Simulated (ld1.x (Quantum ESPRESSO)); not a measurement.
# What one change does to a pseudopotential (zinc, RRKJ)

ld1.x (Quantum ESPRESSO) 7.5 input, shortened:

```
&input
   title='Zn', zed=30., rel=1, dft='PZ', iswitch=3,
   config='[Ar] 3d9 4s0 4p0'
 /
 &inputp
   pseudotype=2, tm=.false., rho0=0.001, lloc=0,
   nlcc=.false.
 /
3
3P  2  1   6.00   0.00  1.10  1.10  0.0
3D  3  2   9.00   0.00  1.45  1.45  0.0
3S  1  0   2.00   0.00  1.10  1.10  0.0
 &test
   configts(1)='3s2 3p6 3d9 4s0 4p0'
 /
```

Change: wave 3p (bound): rc 1.10 bohr becomes 3p (bound): rc 0.92 bohr.

Cutoffs: the cutoffs (Ry, on a coarse ladder) from which the occupation-weighted sum of valence levels, in a spherical-Bessel basis at the reference potential, stays within 10 and 1 mRy of its value at 400 Ry; they do not see the model core or the augmentation charge, which bear on the density cutoff. Errors are all-electron minus pseudo energies relative to the spin-unpolarised reference configuration.

Task: How do hardness, ghosts and transferability respond?

Result: The potential gets harder (120 Ry and 180 Ry → 140 Ry and 230 Ry); the errors of the 9 common tests hardly move; neither file shows a bound ghost. A smaller radius makes the pseudo-wave follow the all-electron one further in, where it bends more sharply, so more plane waves are needed.

```tsv
quantity	base	changed
cutoff, loose	120 Ry	140 Ry
cutoff, tight	180 Ry	230 Ry
bound ghosts	none	none
error for 3s2 3p6 3d10 4s2 4p0, meV [ΔE -69.85 eV]	+1987	+1987
error for 3s2 3p6 3d10 4s1 4p0, meV [ΔE -59.66 eV]	+1302	+1302
error for 3s2 3p6 3d10 4s0 4p0, meV [ΔE -40.89 eV]	+81	+82
error for 3s2 3p6 3d10 4s0 4p2, meV [ΔE -59.10 eV]	+334	+346
error for 3s2 3p6 3d9 4s2 4p1, meV [ΔE -57.49 eV]	+3002	+3009
error for 3s2 3p6 3d10 4s0 4p1, meV [ΔE -53.24 eV]	+269	+278
error for 3s1 3p6 3d10 4s2 4p0, meV [ΔE 67.62 eV]	+2941	+2941
error for 3s2 3p6 3d9 4s0 4p0 (spin-polarised), meV [ΔE -0.27 eV]	+11	+11
error for 3s2 3p6 3d10 4s1 4p0 (spin-polarised), meV [ΔE -59.91 eV]	+1297	+1298
s: phases at 1.60 bohr within 0.05 rad from the reference energy up to (Ry; the scan ends near 5)	-4.8	-4.8
p: phases at 1.60 bohr within 0.05 rad from the reference energy up to (Ry; the scan ends near 5)	-2.4	-2.5
d: phases at 1.60 bohr within 0.05 rad from the reference energy up to (Ry; the scan ends near 5)	-0.1	-0.1
```
